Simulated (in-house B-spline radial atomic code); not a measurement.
Atomic self-consistent-field run: Ta³⁺. Method: scalar-relativistic (X2C) BLYP, spin-polarised, spherical fractional occupations, Fermi nucleus of rms radius 5.3507 fm. Calculated with a radial B-spline atomic code at the basis-set limit.

Command:
```bash
python run_scf.py task.json out
```
Settings (nuclear radius in fm, mass in u):
```
Z                73
configuration    [Xe] 4f14 5d2
hamiltonian      x2c
method           b88,lyp
spin_polarised   True
nucleus          fermi
rms_radius       5.3507
atomic_mass      180.948
speed_of_light   137.035999084
```

Output (hartree, bohr):
```
 radial grid: 72 intervals, B-splines of order 8, outer radius 39.1892 bohr

 iter        energy (Eh)    residual
    1      -15603.682597    5.07e-01
    2      -15604.497124    6.85e-02
    3      -15604.563273    2.74e-02
    4      -15604.576035    1.30e-02
    5      -15604.570201    2.08e-02
    6      -15604.579146    1.16e-03
    7      -15604.579169    1.35e-04
    8      -15604.579170    4.96e-05
    9      -15604.579170    1.06e-06
   10      -15604.579170    1.99e-08

 total energy                    -15604.57917
 kinetic                           17526.3904
 electron-nucleus                 -38864.8743
 Hartree                            6054.7984
 exchange-correlation               -320.8936

 orbital      occ     eigenvalue          <r>       <r^2>       <1/r>       r_max
 1s up      1.000     -2468.7960    0.0178691 0.000446998     93.5045     0.01074
 1s down    1.000     -2468.7962    0.0178691 0.000446998     93.5045     0.01074
 2s up      1.000      -424.9904    0.0781723  0.00728951      21.809      0.0667
 2s down    1.000      -424.9870    0.0781721  0.00728949     21.8091      0.0667
 2p up      3.000      -373.8134    0.0700097  0.00600433     18.3904     0.05418
 2p down    3.000      -373.8107    0.0700095   0.0060043     18.3905     0.05418
 3s up      1.000       -98.1604     0.204347   0.0478796     7.84706      0.1888
 3s down    1.000       -98.1597     0.204346   0.0478791     7.84705      0.1888
 3p up      3.000       -82.8549     0.204142   0.0484213     6.93456      0.1863
 3p down    3.000       -82.8541     0.204142   0.0484207     6.93455      0.1863
 3d up      5.000       -64.4134     0.185579   0.0403832     6.46967      0.1518
 3d down    5.000       -64.4114     0.185581   0.0403836     6.46961      0.1519
 4s up      1.000       -20.8218     0.458868    0.237995     3.25259      0.4294
 4s down    1.000       -20.8190     0.458881    0.238004     3.25238      0.4294
 4p up      3.000       -15.7739     0.486972    0.270056     2.88025      0.4493
 4p down    3.000       -15.7713     0.486968    0.270037     2.88013      0.4493
 4d up      5.000        -9.1693     0.523462    0.317952     2.53564      0.4619
 4d down    5.000        -9.1662     0.523344    0.317754     2.53591      0.4619
 5s up      1.000        -3.7100      1.09951     1.35853     1.23346      0.9899
 5s down    1.000        -3.6774      1.09517     1.34781     1.23965      0.9873
 5p up      3.000        -2.4827      1.28055     1.85587     1.02563       1.122
 5p down    3.000        -2.4398      1.27503     1.84118     1.03178       1.118
 4f up      7.000        -1.9361     0.639325     0.51943      2.0014      0.4413
 4f down    7.000        -1.9281     0.635939    0.512426     2.00732      0.4411
 5d up      2.000        -1.0905      1.84655     3.93985    0.692519       1.511
```

Cost of the run: 0.59 s on 1 thread of Arm Neoverse N1 (shared host).

One-electron X2C: radii and densities carry no picture-change correction, so inner-shell <1/r> comes out high (for 1s by about 2 % at Z = 33, 5 % at 54, 10 % at 75, 30 % at 118) and <r> low.
